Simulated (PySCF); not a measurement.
**Se⁺ (selenium, charge +1) across methods**

[Ar] 3d10 4s2 4p2 5s1, high-spin 4P determinant (an excited configuration). Calculation: PySCF 2.14, in aug-cc-pwCVTZ-PP with ECP10MDF (8s7p6d4f1g, 96 functions); scalar relativity through the core potential.

```tsv
method	E (hartree)	mean ε 4s β (eV)	mean ε 4p α (eV)	mean ε 5s α (eV)	Σ⟨r²⟩ (bohr²)	⟨S²⟩
r2SCAN0	-372.2050	-31.286	-21.881	-7.968	47.18	3.754
LDA	-371.8024	-30.265	-19.956	-7.636	46.37	3.751
r2SCAN	-372.2069	-30.080	-20.540	-7.492	46.90	3.753
PBE	-372.3588	-29.705	-19.892	-7.501	46.30	3.751
HSE06	-372.3107	-30.750	-20.988	-7.656	46.79	3.752
wB97X-V	-372.3126	-33.802	-23.760	-9.220	47.47	3.752
wB97X	-372.3820	-34.107	-23.773	-9.136	47.54	3.752
PBE0	-372.3163	-31.000	-21.428	-7.975	46.80	3.752
UHF	-371.11349	-33.506	-25.277	-9.015	48.57	3.758
```

Energies and moments cover only the electrons outside the core potential. The outer electron is Rydberg-like, and this basis confines it to a smaller radius and binds it less than a complete one would.
